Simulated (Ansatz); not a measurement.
Total energies of BH$_{5}$S$_{2}$Si.

Z-matrix (Å, degrees):
```
Si
B 1 2.008
H 1 1.492 2 112.9
H 1 1.493 2 110.6 3 120.6
H 1 1.491 2 110.6 3 -120.4
S 2 1.903 1 116.9 3 -162.9
S 2 1.976 1 111.9 3 -92.4
H 2 1.196 1 123.4 3 42.3
H 7 1.352 2 98.3 1 152.8
```

Charge 0, multiplicity 1. The bonds changed during the relaxation, so this is another structure than the one it started from. The structure was optimised at the PBE0-D4/def2-TZVP level. It is one conformer, not always the lowest. Basis def2-TZVPP, the Gaussian-basis code of Ansatz.

RPA on PBE orbitals: Hartree–Fock energy of these orbitals -1111.56195 Eh, correlation -1.06636 Eh (frozen core).

```tsv
functional	energy without D4 (Eh)	D4 term (kJ/mol)
LDA (SPW92)	-1109.55714	–
BLYP	-1113.73891	-54.7
B97M-V	-1113.50937	–
r2SCANh	-1113.66810	-6.2
HSE06 (plane-wave form)	-1113.31292	-20.0
LC-ωPBE	-1113.43119	–
ωB97X-V	-1113.60024	–
ωB97M-V	-1113.68237	–
B2PLYP	-1113.36385	–
PBE-QIDH	-1113.07448	–
```

Task: Give the same for PBE, revPBE, r2SCAN, PBE0, B3LYP, r2SCAN0, BHLYP, CAM-B3LYP. (Estimate.)

Result: Ansatz gave: 
```tsv
functional	energy without D4 (Eh)	D4 term (kJ/mol)
PBE	-1113.23490	-25.0
revPBE	-1113.56337	-68.9
r2SCAN	-1113.67401	-5.7
PBE0	-1113.33654	-21.2
B3LYP	-1113.83297	-41.0
r2SCAN0	-1113.66030	-6.9
BHLYP	-1113.74702	-34.2
CAM-B3LYP	-1113.77195	-21.9
```

B3LYP takes the VWN-RPA correlation (the form of Gaussian; ORCA's B3LYP/G). HSE06 is the plane-wave form, built on full-range PBE exchange. The double hybrids freeze the cores in their second-order part.

LC-ωPBE has ω = 0.4 bohr⁻¹.
